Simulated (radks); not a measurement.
Values are calculated unless marked as measured or tabulated.
Task: As XXII, 12 electrons, occupied as [Ne] 3s2. Level of theory: scalar-relativistic Kohn-Sham, PBE, spin-polarised, spherical densities, finite nucleus; Fermi nuclear charge, rms radius 4.0968 fm (a radial shooting solver on a logarithmic mesh with Libxc functionals). Some entries of the table are withheld. Estimate them.

| orbital | occ. | eigenvalue (eV) | <r> (bohr) |
|---|---|---|---|
| 1s | 2 | -12630.20 | 0.04548 |
| 2s | 2 | (1) | (2) |
| 2p | 6 | -2181.115 | 0.1740 |
| 3s | 2 | -891.5193 | (3) |

Result: 
(1) 2s eigenvalue (eV): -2355.871
(2) 2s <r> (bohr): 0.1996
(3) 3s <r> (bohr): 0.4980
